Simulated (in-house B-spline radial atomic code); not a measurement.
RPA and G0W0 on BLYP: K⁷⁺

Configuration [Ne] 3s2, mean-field start BLYP. Computed with an all-electron radial atomic-structure program (B-spline basis): all electrons, scalar-relativistic (spin-free one-electron X2C), finite nucleus, each spin shell either full or empty, empty states to l = 9 with an (l + 1/2)⁻⁴ tail; G0W0 by contour deformation at full frequency.

Command:
```bash
python run_gw.py task.json out
```
Settings (radii: box in bohr, nucleus in fm):
```
Z                        19
electrons                12
configuration            [Ne] 3s2
hamiltonian              x2c
method                   b88,lyp
lmax                     9
rms_radius               3.4349
spin_polarised           False
box_radius               8.41
intervals                67
ion_configuration        [Ne] 3s1
```

Cost of the run: 2.9 s on 1 thread of Arm Neoverse V1, on a shared host.

Energies (hartree):

```json
{"term": "mean-field total", "value": "-586.03589"}
{"term": "Hartree-Fock functional on these orbitals", "value": "-585.46616"}
{"term": "direct second order", "value": "-0.90094"}
{"term": "second-order exchange", "value": "0.33279"}
{"term": "SOSEX correction", "value": "0.29537"}
```

**Question.** What is the RPA correlation energy, and what remains with SOSEX?

**Answer.** RPA gives -0.79429 hartree (-1.8 eV per electron); RPA + SOSEX gives -0.49892, and the second-order doubles -0.56815 hartree (no singles). RPA lacks exchange-type terms and so overcorrelates at short range.

Quasi-particle levels (eV):

| level | occupied | mean field | Σx - vxc | Σc | QP weight | G0W0 |
| --- | --- | --- | --- | --- | --- | --- |
| 3s | yes | -145.86 | -7.05 | ? | ? | ? |
| 2p | yes | -417.46 | -32.11 | 4.55 | 0.950 | -445.03 |
| 3p | no | -126.81 | 10.67 | -2.30 | 0.949 | -118.45 |

G0W0 = mean field + (Σx - vxc) + Σc, with Σc (partial-wave tail included) taken at the quasi-particle energy. Levels of low weight are left out.

**Question.** Where does G0W0 put 3s?

**Answer.** At -155.62 eV, with Σc = -2.71 eV and a quasi-particle weight of 0.961. The tabulated removal energy is 154.87 ± 0.05 eV (NIST, semi-empirical); the calculation leaves out spin-orbit coupling, Breit and QED terms, and what these don't explain is the method's own error.

**Question.** What does it cost to remove one electron (to [Ne] 3s1) by differences of total energies, each species on its own start (correlation terms add to the Hartree-Fock functional)?

**Answer.** BLYP 154.95 eV, Hartree-Fock functional 152.68 eV, + RPA 155.59 eV, + RPA + SOSEX 154.81 eV, + second order 155.69 eV. Tabulated: 154.87 ± 0.05 eV (NIST, semi-empirical); the calculation leaves out spin-orbit coupling, Breit and QED terms, and what these don't explain is the method's own error.
